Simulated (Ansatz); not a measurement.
System: C6H5 (charge -1, singlet). It need not be the lowest isomer of its formula. Whether it binds its extra electron was not tested at this geometry. 
Coordinates optimised at B3LYP-D3(BJ)/def2-TZVP (Ansatz, a quantum-chemistry and plane-wave program):
SMILES: [CH2-]C#CC#CC
```xyz
11

C      1.7283    -2.3591     1.5873
C      1.0863    -1.3652     0.9433
C      0.4946    -0.4382     0.3447
C     -0.1804     0.5173    -0.2911
C     -0.7134     1.4720    -0.8857
C     -1.9410     2.0106    -1.4872
H      2.2325    -3.1532     1.0465
H      1.7662    -2.4019     2.6709
H     -1.7979     2.2448    -2.5493
H     -2.8086     1.3312    -1.4220
H     -2.2385     2.9548    -1.0145
```
Charge -1, spin multiplicity 1.

Basis-set convergence of Hartree-Fock and CCSD correlation energies (hartree) with Ansatz. Correlated levels leave the core frozen unless marked. Spin-orbit coupling is left out. Non-relativistic. This anion needs diffuse functions, which these sets lack.

The Hartree-Fock reference is unstable (checked in the largest basis), which strains HF and MP2. 

| basis | functions | E(HF) | E(corr, CCSD) |
|---|---|---|---|
| cc-pVDZ | 109 | -229.96793 | -0.82685 |
| cc-pVTZ | 250 | [?] | [?] |

**Question.** Complete the blanks.

**Answer.** 
- cc-pVTZ, E(HF): -230.03361
- cc-pVTZ, E(corr, CCSD): -0.98312
